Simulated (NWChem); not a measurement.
System meant: HfF4; SMILES [F][Hf]([F])([F])[F]

NWChem input:

```
start job
memory heap 200 mb stack 900 mb global 1100 mb
geometry units angstroms noautoz
  Hf    -0.000006    -0.000001     0.000006
  F     -1.274372    -0.876173     1.110503
  F      1.295243     0.873948     1.087861
  F     -0.885443     1.285990    -1.089544
  F      0.864550    -1.283752    -1.108783
end
basis spherical
  Hf library def2-svp
  F library def2-svp
end
ecp
  Hf library def2-ecp
end
dft
  xc xpbe96 cpbe96
  iterations 4
  mulliken
end
task dft energy
```

End of the output:

```
    Atom       Charge   Shell Charges
 -----------   ------   -------------------------------------------------------
    1 Hf  12    11.59   0.00  0.03  1.08  0.79  0.30  0.09  4.95  1.25  0.27  1.59  0.72  0.51
    2 F    9     9.10   1.98  1.02  0.77  3.19  2.14  0.00
    3 F    9     9.10   1.98  1.02  0.77  3.19  2.14  0.00
    4 F    9     9.10   1.98  1.02  0.77  3.19  2.14  0.00
    5 F    9     9.10   1.98  1.02  0.77  3.19  2.14  0.00

 center of mass
 --------------
 x =   0.00000019 y =  -0.00000029 z =  -0.00000011

 moments of inertia (a.u.)
 ------------------
         655.810737300768          -0.000000000000          -0.000000000000
          -0.000000000000         655.805260612002           0.000000000000
          -0.000000000000           0.000000000000         655.814016931257

     Multipole analysis of the density
     ---------------------------------

     L   x y z        total         alpha         beta         nuclear
     -   - - -        -----         -----         ----         -------
     0   0 0 0     -0.000000    -24.000000    -24.000000     48.000000

     1   1 0 0      0.000015      0.000061      0.000061     -0.000107
     1   0 1 0     -0.000030     -0.000095     -0.000095      0.000161
     1   0 0 1     -0.000009     -0.000035     -0.000035      0.000062

     2   2 0 0    -33.199817    -94.267987    -94.267987    155.336156
     2   1 1 0     -0.000020     -0.000010     -0.000010      0.000000
     2   1 0 1      0.000018      0.000009      0.000009      0.000000
     2   0 2 0    -33.199950    -94.269350    -94.269350    155.338751
     2   0 1 1     -0.000008     -0.000004     -0.000004     -0.000000
     2   0 0 2    -33.199811    -94.267207    -94.267207    155.334603

 ------------------------------------------------------------------------
 dft energy failed                                                                                  0
 ------------------------------------------------------------------------
 ------------------------------------------------------------------------
  current input line :
    22: task dft energy
 ------------------------------------------------------------------------
 ------------------------------------------------------------------------
 This type of error is most commonly associated with calculations not reaching convergence criteria
 ------------------------------------------------------------------------
 For more information see the NWChem manual at https://nwchemgit.github.io

0:dft energy failed:Received an Error in Communication
```

What is wrong, and how is it mended?

Convergence was not reached. Cause: the SCF was allowed too few iterations. This input runs:
```
start job
memory heap 200 mb stack 900 mb global 1100 mb
geometry units angstroms noautoz
  Hf    -0.000006    -0.000001     0.000006
  F     -1.274372    -0.876173     1.110503
  F      1.295243     0.873948     1.087861
  F     -0.885443     1.285990    -1.089544
  F      0.864550    -1.283752    -1.108783
end
basis spherical
  Hf library def2-svp
  F library def2-svp
end
ecp
  Hf library def2-ecp
end
dft
  xc xpbe96 cpbe96
  iterations 150
  mulliken
end
task dft energy
```
It converges to -447.07391 Ha (PBE/def2-SVP with def2 effective core potentials on Hf).
